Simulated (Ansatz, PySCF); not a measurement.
Species: hydrogen bromide, HBr (charge 0, singlet). 
Coordinates optimised at B3LYP-D3(BJ)/def2-TZVP (Ansatz, a quantum-chemistry and plane-wave program):
SMILES: Br
```xyz
2

Br     0.0000     0.0000    -0.0396
H      0.0000     0.0000     1.3852
```
Charge 0, spin multiplicity 1.

Wanted: vertical ionisation energy (to the doublet state of charge +1; each state is the SCF solution reached for its spin), in eV. Correlated levels leave the core frozen unless marked. UHF or UKS for open shells. No spin-orbit coupling. The frozen core is the preceding noble-gas configuration, with the filled d and f shells of earlier blocks. Non-relativistic. CBS marks a two-point X^-3 extrapolation of the correlation energy; Hartree-Fock from the larger set.

```csv
level,program,vertical ionisation energy (eV)
SVWN5/def2-TZVPD,Ansatz,11.99
B3LYP/def2-TZVPD,Ansatz,11.80
PBE0/def2-TZVPD,Ansatz,11.73
BHLYP/def2-TZVPD,Ansatz,11.65
CAM-B3LYP/def2-TZVPD,Ansatz,11.80
wB97M-V/def2-TZVPD,Ansatz,11.70
wB97X-V/def2-TZVPD,Ansatz,11.76
CCSD/aug-cc-pVDZ,Ansatz,11.52
CCSD/def2-SVPD,Ansatz,11.51
CCSD/aug-cc-pVTZ,Ansatz,11.61
CCSD/def2-TZVPPD,Ansatz,11.58
CCSD/aug-cc-pVQZ,Ansatz,11.71
CCSD/def2-QZVPPD,Ansatz,11.69
"CCSD/CBS(aug-cc-pVTZ,aug-cc-pVQZ)",Ansatz,11.78
"CCSD/CBS(def2-TZVPPD,def2-QZVPPD)",Ansatz,11.77
CCSD(T)/def2-SVPD,Ansatz,11.54
CCSD(T)/aug-cc-pVTZ,Ansatz,11.67
CCSD(T)/def2-TZVPPD,Ansatz,11.63
CCSD(T)/aug-cc-pVQZ,Ansatz,11.77
"CCSD(T)/CBS(def2-TZVPPD,def2-QZVPPD)",Ansatz,11.84
"CCSD(T)/CBS(aug-cc-pVTZ,aug-cc-pVQZ)",Ansatz,11.85
```

For comparison, minus the highest occupied orbital energy (PySCF): 8.79 eV at PBE0/def2-TZVPD, 7.58 eV at TPSS/def2-TZVPD, 7.59 eV at M06-L/def2-TZVPD.
